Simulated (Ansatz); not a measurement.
Ansatz (a first-principles code) job for CH₃BrFIn, SMILES [CH3][In]([F])[Br], PBE-D3(BJ)/def2-SVP. 

Ansatz 0.2 input:
```yaml
crystal:
  periodic: [false, false, false]
  atoms:
    - {symbol: In, position_ang: [-0.04324728, 0.67024533, -0.00000000]}
    - {symbol: F, position_ang: [-1.93691338, 1.21109289, 0.00000000]}
    - {symbol: Br, position_ang: [0.14280367, -1.82099577, 0.00000000]}
    - {symbol: C, position_ang: [1.53394958, 2.14003996, 0.00000000]}
    - {symbol: H, position_ang: [2.50515399, 1.62991889, 0.00000000]}
    - {symbol: H, position_ang: [1.42217852, 2.76141815, -0.89899613]}
    - {symbol: H, position_ang: [1.42217852, 2.76141815, 0.89899613]}
basis:
  gaussian:
    orbitals: def2-SVP
hamiltonian:
  xc: pbe
  dispersion: d3bj
relax: {f_tol: 0.002, max_steps: 200}
```

Log of the run:

```
WARN ansatz: RAYON_NUM_THREADS=1 ignored (pool sized by the plan → 1); use --threads N
Functional definition: PBE
integrals: 0.05 GiB planned
1141 factors; their error is unknown
mean field: 0.25 GiB planned
mean field evaluation 1: about -78988.3459 eV, gradient 6.8e1 eV
mean field evaluation 2: about -78917.7786 eV, gradient 1.9e2 eV
mean field evaluation 4: about -78998.5047 eV, gradient 1.8e1 eV
mean field evaluation 8: about -78999.1460 eV, gradient 2.0e-1 eV
mean field evaluation 16: about -78999.0743 eV, gradient 2.3e-4 eV
mean field -78999.07431174 eV, -2903.1624334606 hartree, gradient 5.2e-5 eV, S^2 0.000000; 0 other end points of the search recorded, 0 dependent functions left out
the calculation of the forces begins
reference -78999.07435973 eV, -2903.1624352244 hartree; 37, 37 occupied and 64, 64 virtual orbitals, 1141 factors
relax step   1: F+E_penalty+E_count = -78999.19691551 eV  Δ(F+E_penalty+E_count) = +0.000e0 eV  max|allowed force component| = 2.528e-1 eV/Å  Δτ_max = 0.0000 Å  (29 SCF iters, accepted)
these checks for a lower state are left out or cut short: starts, cluster_reference, orbital_swaps, neighbouring_geometries, increment
integrals: 0.05 GiB planned
1141 factors; their error is unknown
mean field: 0.25 GiB planned
mean field -78999.07877432 eV, -2903.1625974574 hartree, gradient 1.6e-5 eV, S^2 0.000000; 0 other end points of the search recorded, 0 dependent functions left out
the calculation of the forces begins
reference -78999.07882230 eV, -2903.1625992208 hartree; 37, 37 occupied and 64, 64 virtual orbitals, 1141 factors
relax step   2: F+E_penalty+E_count = -78999.20120708 eV  Δ(F+E_penalty+E_count) = -4.292e-3 eV  max|allowed force component| = 5.220e-2 eV/Å  Δτ_max = 0.0114 Å  (31 SCF iters, accepted)
these checks for a lower state are left out or cut short: starts, cluster_reference, orbital_swaps, neighbouring_geometries, increment
integrals: 0.05 GiB planned
1141 factors; their error is unknown
mean field: 0.25 GiB planned
mean field evaluation 32: about -78999.0790 eV, gradient 4.2e-4 eV
mean field -78999.07898334 eV, -2903.1626051389 hartree, gradient 1.7e-5 eV, S^2 0.000000; 0 other end points of the search recorded, 0 dependent functions left out
the calculation of the forces begins
reference -78999.07903133 eV, -2903.1626069023 hartree; 37, 37 occupied and 64, 64 virtual orbitals, 1141 factors
relax step   3: F+E_penalty+E_count = -78999.20141726 eV  Δ(F+E_penalty+E_count) = -2.102e-4 eV  max|allowed force component| = 1.302e-2 eV/Å  Δτ_max = 0.0044 Å  (32 SCF iters, accepted)
these checks for a lower state are left out or cut short: starts, cluster_reference, orbital_swaps, neighbouring_geometries, increment
integrals: 0.05 GiB planned
1141 factors; their error is unknown
mean field: 0.25 GiB planned
mean field -78999.07900404 eV, -2903.1626058995 hartree, gradient 1.9e-5 eV, S^2 0.000000; 0 other end points of the search recorded, 0 dependent functions left out
the calculation of the forces begins
reference -78999.07905202 eV, -2903.1626076627 hartree; 37, 37 occupied and 64, 64 virtual orbitals, 1141 factors
relax step   4: F+E_penalty+E_count = -78999.20143573 eV  Δ(F+E_penalty+E_count) = -1.847e-5 eV  max|allowed force component| = 4.548e-3 eV/Å  Δτ_max = 0.0037 Å  (24 SCF iters, accepted)
these checks for a lower state are left out or cut short: starts, cluster_reference, orbital_swaps, neighbouring_geometries, increment
integrals: 0.05 GiB planned
1141 factors; their error is unknown
mean field: 0.25 GiB planned
mean field -78999.07900957 eV, -2903.1626061028 hartree, gradient 1.7e-5 eV, S^2 0.000000; 0 other end points of the search recorded, 0 dependent functions left out
the calculation of the forces begins
reference -78999.07905755 eV, -2903.1626078660 hartree; 37, 37 occupied and 64, 64 virtual orbitals, 1141 factors
relax step   5: F+E_penalty+E_count = -78999.20144023 eV  Δ(F+E_penalty+E_count) = -4.497e-6 eV  max|allowed force component| = 9.249e-4 eV/Å  Δτ_max = 0.0010 Å  (22 SCF iters, accepted)
integrals: 0.05 GiB planned
1141 factors; their error is unknown
mean field: 0.25 GiB planned
mean field evaluation 64: about -78999.0790 eV, gradient 4.5e-3 eV
mean field -78999.07900957 eV, -2903.1626061028 hartree, gradient 1.7e-5 eV, S^2 0.000000; 1 other end points of the search recorded, 0 dependent functions left out
the calculation of the forces begins
reference -78999.07905755 eV, -2903.1626078660 hartree; 37, 37 occupied and 64, 64 virtual orbitals, 1141 factors
Total energy: -78999.20148821 eV, -2903.1671071097 hartree
Atom 0 at    -0.042760     0.671469    -0.000000 Å, force    -0.000612    -0.000583     0.000000 eV/Å
Atom 1 at    -1.949406     1.212320     0.000000 Å, force     0.000489     0.000058    -0.000000 eV/Å
Atom 2 at     0.147092    -1.822903    -0.000000 Å, force    -0.000009     0.000188    -0.000000 eV/Å
Atom 3 at     1.536126     2.140265     0.000000 Å, force     0.000925     0.000819    -0.000000 eV/Å
Atom 4 at     2.512082     1.623284     0.000000 Å, force    -0.000096    -0.000380    -0.000000 eV/Å
Atom 5 at     1.421485     2.764351    -0.905766 Å, force    -0.000348    -0.000051    -0.000209 eV/Å
Atom 6 at     1.421485     2.764351     0.905766 Å, force    -0.000348    -0.000051     0.000209 eV/Å
Dipole moment:     0.647500     0.453332     0.000000 e Å
```

The calculation finished and met its thresholds.

Cost: roughly 19 core-seconds.
